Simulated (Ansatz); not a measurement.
Geometry optimisation of C2H7InN (`[CH2][N](C)[InH2]`) radical.

```yaml
crystal:
  periodic: [false, false, false]
  atoms:
    - {symbol: C, position_ang: [-0.519770, 1.240470, 0.113220]}
    - {symbol: N, position_ang: [0.250710, 0.261620, 0.242490]}
    - {symbol: C, position_ang: [0.129070, -0.638130, 1.346040]}
    - {symbol: In, position_ang: [1.211370, -0.652130, -2.005080]}
    - {symbol: H, position_ang: [-0.394520, 1.871510, -0.755920]}
    - {symbol: H, position_ang: [-1.306210, 1.488460, 0.830690]}
    - {symbol: H, position_ang: [-0.022040, -1.637610, 0.932590]}
    - {symbol: H, position_ang: [1.072550, -0.643190, 1.894560]}
    - {symbol: H, position_ang: [-0.694600, -0.382330, 2.021930]}
    - {symbol: H, position_ang: [0.613610, 1.218620, -2.926730]}
    - {symbol: H, position_ang: [-0.340180, -2.127280, -1.693800]}
basis:
  gaussian: {orbitals: def2-TZVP}
magnetization: {spin_polarized: true, initial_magnetization: 1}
hamiltonian: {xc: pbe0, dispersion: d4}
relax: {f_tol: 0.005, max_steps: 150}
```

```sh
$ ansatz run in.yaml --threads 2 --pin off --events-out ev --progress --plain --max-ram 32768MiB --backend cpu
```

Output, abridged:

```
Functional definition: PBE0
mean field -8845.99090327 eV, -325.0841696671 hartree, gradient 4.8e-5 eV, S^2 0.766300; 0 other end points of the search recorded, 0 dependent functions left out
relax step   1: F+E_penalty+E_count = -8846.21317152 eV  Δ(F+E_penalty+E_count) = +0.000e0 eV  max|allowed force component| = 1.501e0 eV/Å  Δτ_max = 0.0000 Å  (41 SCF iters, accepted)
mean field -8846.74245035 eV, -325.1117885130 hartree, gradient 1.4e-5 eV, S^2 0.754104; 0 other end points of the search recorded, 0 dependent functions left out
relax step   2: F+E_penalty+E_count = -8846.92979578 eV  Δ(F+E_penalty+E_count) = -7.166e-1 eV  max|allowed force component| = 7.504e-1 eV/Å  Δτ_max = 0.1949 Å  (44 SCF iters, accepted)
mean field -8846.84903044 eV, -325.1157052590 hartree, gradient 2.1e-5 eV, S^2 0.751926; 0 other end points of the search recorded, 0 dependent functions left out
relax step   3: F+E_penalty+E_count = -8847.03249941 eV  Δ(F+E_penalty+E_count) = -1.027e-1 eV  max|allowed force component| = 8.442e-1 eV/Å  Δτ_max = 0.1944 Å  (43 SCF iters, accepted)
mean field -8846.90833865 eV, -325.1178847956 hartree, gradient 1.7e-5 eV, S^2 0.752413; 0 other end points of the search recorded, 0 dependent functions left out
relax step   4: F+E_penalty+E_count = -8847.09113936 eV  Δ(F+E_penalty+E_count) = -5.864e-2 eV  max|allowed force component| = 7.025e-1 eV/Å  Δτ_max = 0.1943 Å  (45 SCF iters, accepted)
mean field -8846.96721769 eV, -325.1200485602 hartree, gradient 7.3e-5 eV, S^2 0.752313; 0 other end points of the search recorded, 0 dependent functions left out
relax step   5: F+E_penalty+E_count = -8847.14833051 eV  Δ(F+E_penalty+E_count) = -5.719e-2 eV  max|allowed force component| = 2.784e-1 eV/Å  Δτ_max = 0.1998 Å  (38 SCF iters, accepted)
mean field -8846.98180417 eV, -325.1205846035 hartree, gradient 8.0e-5 eV, S^2 0.752311; 0 other end points of the search recorded, 0 dependent functions left out
relax step   6: F+E_penalty+E_count = -8847.16330451 eV  Δ(F+E_penalty+E_count) = -1.497e-2 eV  max|allowed force component| = 3.559e-1 eV/Å  Δτ_max = 0.0893 Å  (40 SCF iters, accepted)
mean field -8846.98679597 eV, -325.1207680488 hartree, gradient 1.6e-5 eV, S^2 0.752313; 0 other end points of the search recorded, 0 dependent functions left out
relax step   7: F+E_penalty+E_count = -8847.16881166 eV  Δ(F+E_penalty+E_count) = -5.507e-3 eV  max|allowed force component| = 1.609e-1 eV/Å  Δτ_max = 0.0465 Å  (42 SCF iters, accepted)
mean field -8846.99068296 eV, -325.1209108933 hartree, gradient 2.1e-5 eV, S^2 0.752296; 0 other end points of the search recorded, 0 dependent functions left out
relax step   8: F+E_penalty+E_count = -8847.17244615 eV  Δ(F+E_penalty+E_count) = -3.634e-3 eV  max|allowed force component| = 6.134e-2 eV/Å  Δτ_max = 0.0862 Å  (40 SCF iters, accepted)
mean field -8846.98998635 eV, -325.1208852932 hartree, gradient 2.3e-5 eV, S^2 0.752427; 0 other end points of the search recorded, 0 dependent functions left out
relax step   9: F+E_penalty+E_count = -8847.17225500 eV  Δ(F+E_penalty+E_count) = +1.911e-4 eV  max|allowed force component| = 1.229e-1 eV/Å  Δτ_max = 0.1138 Å  (41 SCF iters, rejected (line search))
mean field -8846.99365437 eV, -325.1210200905 hartree, gradient 1.8e-5 eV, S^2 0.752323; 0 other end points of the search recorded, 0 dependent functions left out
relax step  10: F+E_penalty+E_count = -8847.17538029 eV  Δ(F+E_penalty+E_count) = -2.934e-3 eV  max|allowed force component| = 2.846e-2 eV/Å  Δτ_max = 0.0569 Å  (39 SCF iters, accepted)
mean field -8846.99597435 eV, -325.1211053482 hartree, gradient 1.7e-5 eV, S^2 0.752390; 0 other end points of the search recorded, 0 dependent functions left out
relax step  11: F+E_penalty+E_count = -8847.17779863 eV  Δ(F+E_penalty+E_count) = -2.418e-3 eV  max|allowed force component| = 5.111e-2 eV/Å  Δτ_max = 0.0976 Å  (40 SCF iters, accepted)
mean field -8846.99679817 eV, -325.1211356230 hartree, gradient 2.4e-5 eV, S^2 0.752429; 0 other end points of the search recorded, 0 dependent functions left out
relax step  12: F+E_penalty+E_count = -8847.17854770 eV  Δ(F+E_penalty+E_count) = -7.491e-4 eV  max|allowed force component| = 6.275e-2 eV/Å  Δτ_max = 0.0728 Å  (40 SCF iters, accepted)
mean field -8846.99733707 eV, -325.1211554271 hartree, gradient 2.6e-5 eV, S^2 0.752423; 0 other end points of the search recorded, 0 dependent functions left out
relax step  13: F+E_penalty+E_count = -8847.17914004 eV  Δ(F+E_penalty+E_count) = -5.923e-4 eV  max|allowed force component| = 4.042e-2 eV/Å  Δτ_max = 0.0243 Å  (39 SCF iters, accepted)
mean field -8846.99562683 eV, -325.1210925769 hartree, gradient 1.8e-5 eV, S^2 0.752399; 0 other end points of the search recorded, 0 dependent functions left out
relax step  14: F+E_penalty+E_count = -8847.17747491 eV  Δ(F+E_penalty+E_count) = +1.665e-3 eV  max|allowed force component| = 1.560e-1 eV/Å  Δτ_max = 0.0233 Å  (40 SCF iters, rejected (line search))
mean field -8846.99760406 eV, -325.1211652389 hartree, gradient 2.6e-5 eV, S^2 0.752398; 0 other end points of the search recorded, 0 dependent functions left out
relax step  15: F+E_penalty+E_count = -8847.17940544 eV  Δ(F+E_penalty+E_count) = -2.654e-4 eV  max|allowed force component| = 1.334e-2 eV/Å  Δτ_max = 0.0114 Å  (40 SCF iters, accepted)
mean field -8846.99757721 eV, -325.1211642521 hartree, gradient 2.1e-5 eV, S^2 0.752402; 0 other end points of the search recorded, 0 dependent functions left out
relax step  16: F+E_penalty+E_count = -8847.17946553 eV  Δ(F+E_penalty+E_count) = -6.009e-5 eV  max|allowed force component| = 9.804e-3 eV/Å  Δτ_max = 0.0066 Å  (41 SCF iters, accepted)
mean field -8846.99768955 eV, -325.1211683806 hartree, gradient 2.0e-5 eV, S^2 0.752406; 0 other end points of the search recorded, 0 dependent functions left out
relax step  17: F+E_penalty+E_count = -8847.17959334 eV  Δ(F+E_penalty+E_count) = -1.278e-4 eV  max|allowed force component| = 9.136e-3 eV/Å  Δτ_max = 0.0262 Å  (38 SCF iters, accepted)
mean field -8846.99771161 eV, -325.1211691911 hartree, gradient 2.0e-5 eV, S^2 0.752412; 0 other end points of the search recorded, 0 dependent functions left out
relax step  18: F+E_penalty+E_count = -8847.17962964 eV  Δ(F+E_penalty+E_count) = -3.630e-5 eV  max|allowed force component| = 5.370e-3 eV/Å  Δτ_max = 0.0164 Å  (39 SCF iters, accepted)
mean field -8846.99773264 eV, -325.1211699642 hartree, gradient 2.5e-5 eV, S^2 0.752413; 0 other end points of the search recorded, 0 dependent functions left out
relax step  19: F+E_penalty+E_count = -8847.17963545 eV  Δ(F+E_penalty+E_count) = -5.811e-6 eV  max|allowed force component| = 3.481e-3 eV/Å  Δτ_max = 0.0030 Å  (31 SCF iters, accepted)
mean field -8846.99773264 eV, -325.1211699642 hartree, gradient 2.6e-5 eV, S^2 0.752413; 1 other end points of the search recorded, 0 dependent functions left out
Total energy: -8847.17968369 eV, -325.1278565419 hartree
Atom 0 at    -0.559628     1.330107     0.171593 Å, force     0.000038     0.001726     0.000569 eV/Å
Atom 1 at     0.002780     0.202686     0.104183 Å, force    -0.001404     0.002895     0.000035 eV/Å
Atom 2 at     0.025935    -0.658639     1.264049 Å, force    -0.000670     0.000415    -0.001871 eV/Å
Atom 3 at     1.126125    -0.513548    -1.865163 Å, force    -0.001001    -0.002685    -0.001131 eV/Å
Atom 4 at    -0.577119     1.964675    -0.711372 Å, force     0.000047    -0.003205     0.003481 eV/Å
Atom 5 at    -1.029174     1.689848     1.091393 Å, force     0.000727    -0.001069    -0.002898 eV/Å
Atom 6 at    -0.437486    -1.611730     1.001607 Å, force    -0.000008     0.000407    -0.000233 eV/Å
Atom 7 at     1.063939    -0.866004     1.531945 Å, force     0.000626    -0.000008    -0.000226 eV/Å
Atom 8 at    -0.493280    -0.217278     2.120492 Å, force    -0.000157     0.000019     0.002007 eV/Å
Atom 9 at     0.463099     0.799418    -2.831547 Å, force     0.000565    -0.000685     0.000487 eV/Å
Atom 10 at     0.414799    -2.119523    -1.877189 Å, force     0.001237     0.002190    -0.000220 eV/Å
Dipole moment:    -0.380864     0.347215     0.863065 e Å
```

Run time 3.8 min (2 threads of a server CPU on a shared host); peak host memory 0.63 GiB.
